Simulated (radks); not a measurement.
Task: Charge is removed step by step from the 3p level of Ga, starting from [Ar] 3d10 4s2 4p1. Level of theory: scalar-relativistic Kohn-Sham, BLYP, spin-unpolarised, spherical densities, finite nucleus; Fermi nuclear charge, rms radius 3.9973 fm (a radial shooting solver on a logarithmic mesh with Libxc functionals). At the starting occupation the eigenvalue is -98.636 eV. Estimate the energy to remove one whole electron from this level, the eigenvalue at the end, and how far E(n) bends from a straight line.

Result: Delta-SCF 107.98 eV; final eigenvalue -118.03 eV; the deviation from the straight line is -2.429 eV at 0.5 electron removed, the largest on the grid computed. Slater's transition state (half an electron removed) gives 107.87 eV. Integrating minus the eigenvalue over the occupation (Janak's theorem) gives 108.02 eV. In this scalar-relativistic scheme the density is built from large components alone, so the theorem holds only approximately. The mean slope of the eigenvalue, de/dn, is 19.4 eV per electron.
